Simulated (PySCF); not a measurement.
PySCF job for sulfur tetrafluoride cation (F₄S), SMILES FS(F)(F)F (connectivity only; charge and spin as stated), charge +1, multiplicity 2, PBE0-D3(BJ)/def2-SVP. Geometry optimised at PBE0-D3(BJ)/def2-SVP. The multiplicity is an assumed one; other spin states were not compared.

```python
import numpy as np
from pyscf import gto, scf, dft, df
from pyscf.hessian import thermo

mol = gto.M(
    atom='''
    F     1.19433460   -0.00000000    0.70718212
    S     0.00000000    0.00000000   -0.24027545
    F    -0.00000001   -1.56516240   -0.49360395
    F    -0.00000001    1.56516239   -0.49360395
    F    -1.19433460   -0.00000000    0.70718213
    ''',
    basis='def2-SVP',
    charge=1,
    spin=1,
    max_memory=1600,
    verbose=3,
)
mf = dft.UKS(mol, xc='pbe0').density_fit(auxbasis='def2-universal-jkfit')
mf.disp = 'd3bj'
mf.grids.level = 3
mf.conv_tol = 1e-11
mf.max_cycle = 100
mf.kernel()
fine, coarse = mf.grids, dft.Grids(mol).set(level=1).build(with_non0tab=True)
for _ in range(3):  # follow internal instabilities
    mf.grids = coarse
    mo, _, stable, _ = mf.stability(return_status=True, nroots=4)
    mf.grids = fine
    if stable:
        break
    mf.kernel(mf.make_rdm1(mo, mf.mo_occ))

# analytic Hessian; the response equations are solved on a coarser grid
h, args, fine = mf.Hessian(), (mf.mo_energy, mf.mo_coeff, mf.mo_occ), mf.grids
h.max_memory = max(150, 2.5e-5 * df.make_auxmol(mol, mf.with_df.auxbasis).nao * mol.nelec[0] * (mol.nelec[0] + mol.nao))  # MB; small integral blocks
h1ao = h.make_h1(mf.mo_coeff, mf.mo_occ)
mf.grids = dft.Grids(mol).set(level=1).build(with_non0tab=True)
mo1, mo_e1 = h.solve_mo1(*args, h1ao)
mf.grids = fine
hess = h.hess_elec(*args, mo1, mo_e1, h1ao) + h.hess_nuc()
if mf.do_disp():
    hess += h.get_dispersion()
for i in range(mol.natm):  # the analytic DFT Hessian lacks the response of the grid: restore translational invariance
    hess[i, i] -= hess[i].sum(axis=0)
hess = (hess + hess.transpose(1, 0, 3, 2)) / 2
vib = thermo.harmonic_analysis(mol, hess, imaginary_freq=False)
thermo.dump_normal_mode(mol, vib)
th = thermo.thermo(mf, vib['freq_au'][vib['freq_au'] > 0], 298.15, 101325)
thermo.dump_thermo(mol, th)
g0 = mf.nuc_grad_method().set(verbose=0).kernel()

# dipole derivatives [dipole axis, atom, xyz] from the same response
r, irp = mol.intor('int1e_r'), mol.intor('int1e_irp').reshape(3, 3, mol.nao, mol.nao)
sl, dm0, ok = mol.aoslice_by_atom(), np.array(mf.make_rdm1()), []
dmu = np.einsum('a,xt->xat', mol.atom_charges(), np.eye(3))
for a, (_, _, p0, p1) in enumerate(sl):
    dmu[:, a] += 2 * np.einsum('xtij,ij->xt', irp[:, :, :, p0:p1], dm0.reshape(-1, mol.nao, mol.nao).sum(0)[:, p0:p1])
    for u, c, occ, f in zip(mo1, mf.mo_coeff, mf.mo_occ, (2, 2)):
        dmu[:, a] -= f * np.einsum('tui,xuv,vi->xt', u[a], r, c[:, occ > 0], optimize=True)
L = vib['norm_mode']
ir = 974.8801 * (np.einsum('xat,kat->kx', dmu, L) ** 2).sum(1)       # km/mol
apt = np.einsum('xax->a', dmu) / 3
print('mode   freq/cm-1   IR/(km/mol)')
for k, w in enumerate(vib['freq_wavenumber']):
    print(f'{k + 1:4d} {w:11.2f} {ir[k]:13.3f}')
print('max |gradient| / (hartree/bohr):', abs(g0).max())
print('APT charges:', apt.round(4))
```

Log of the run:

```

WARN: HOMO -0.264711134272361 >= LUMO -0.264711134272362

converged SCF energy = -796.084599478005  <S^2> = 0.75567779  2S+1 = 2.0056698
<class 'pyscf.df.df_jk.DFUKS'> wavefunction is stable in the internal stability analysis

WARN: DFTD3 does not support analytical Hessian, using finite difference


WARN: Mole.unit (angstrom) is changed to Bohr

Mode                                 0                   1                   2
Irrep
Freq [cm^-1]                      257.0946            310.9972            395.6856
Reduced mass [au]                  19.0511             21.1103             18.9984
Force const [Dyne/A]                0.7419              1.2030              1.7525
Char temp [K]                     369.9019            447.4557            569.3034
Normal mode                   x     y     z       x     y     z       x     y     z
       0   F                -0.07  0.00  0.10   -0.04 -0.00 -0.06    0.00 -0.13 -0.00
       1   S                -0.00 -0.00  0.01   -0.09 -0.00 -0.00    0.00  0.00  0.00
       2   F                 0.00  0.02 -0.11    0.12  0.00  0.00    0.10  0.00  0.00
       3   F                 0.00 -0.02 -0.11    0.12 -0.00  0.00   -0.10  0.00 -0.00
       4   F                 0.07  0.00  0.10   -0.04  0.00  0.06   -0.00  0.13 -0.00
Mode                                 3                   4                   5
Irrep
Freq [cm^-1]                      487.4670            490.4525            674.0697
Reduced mass [au]                  19.7118             21.6369             19.1387
Force const [Dyne/A]                2.7597              3.0665              5.1236
Char temp [K]                     701.3565            705.6519            969.8362
Normal mode                   x     y     z       x     y     z       x     y     z
       0   F                -0.00 -0.11  0.00   -0.11  0.00  0.02    0.02  0.00  0.01
       1   S                -0.00  0.05 -0.00    0.00 -0.00 -0.10   -0.00 -0.00  0.02
       2   F                -0.00  0.07  0.08   -0.00 -0.03  0.07    0.00 -0.16 -0.03
       3   F                 0.00  0.07 -0.08   -0.00  0.03  0.07    0.00  0.16 -0.03
       4   F                 0.00 -0.11  0.00    0.11  0.00  0.02   -0.02  0.00  0.01
Mode                                 6                   7                   8
Irrep
Freq [cm^-1]                      845.8242            975.7446           1026.5962
Reduced mass [au]                  25.1309             22.4698             23.0916
Force const [Dyne/A]               10.5930             12.6044             14.3385
Char temp [K]                    1216.9527           1403.8793           1477.0433
Normal mode                   x     y     z       x     y     z       x     y     z
       0   F                 0.00 -0.01  0.00   -0.09 -0.00 -0.09    0.10 -0.00  0.08
       1   S                 0.00  0.14  0.00   -0.00 -0.00  0.11   -0.12  0.00 -0.00
       2   F                 0.00 -0.10 -0.01    0.00  0.00 -0.01    0.00  0.00  0.00
       3   F                -0.00 -0.10  0.01    0.00 -0.00 -0.01    0.00 -0.00  0.00
       4   F                -0.00 -0.01  0.00    0.09 -0.00 -0.09    0.10  0.00 -0.08
temperature 298.1500 [K]
pressure 101325.00 [Pa]
Rotational constants [GHz] 5.99433 4.10238 3.43137
Symmetry number 2
Zero-point energy (ZPE) 0.01245 [Eh]   32681.568 [J/mol]
                           tot       elec      trans        rot        vib
Entropy [J/mol/K]       300.343      5.763    167.146    101.960     25.473
Cv [J/mol/K]             65.291      0.000     12.472     12.472     40.348
Cp [J/mol/K]             73.606      0.000     20.786     12.472     40.348
Internal energy [J/mol]                      3718.434   3718.434  37735.483
Internal energy [Eh]   -796.06739  -796.08460
Enthalpy [J/mol]                             6197.391   3718.434  37735.483
Enthalpy [Eh]          -796.06645
Gibbs free energy [J/mol]                  -43637.219 -26681.029  30140.580
Gibbs free energy [Eh] -796.10056
mode   freq/cm-1   IR/(km/mol)
   1      257.09         0.288
   2      311.00        15.371
   3      395.69         0.000
   4      487.47        15.323
   5      490.45        36.053
   6      674.07         9.696
   7      845.82       229.703
   8      975.74       111.404
   9     1026.60       165.718
max |gradient| / (hartree/bohr): 0.00010733979881037892
APT charges: [-0.3773  2.337  -0.2912 -0.2912 -0.3773]
```

The calculation finished and met its thresholds.
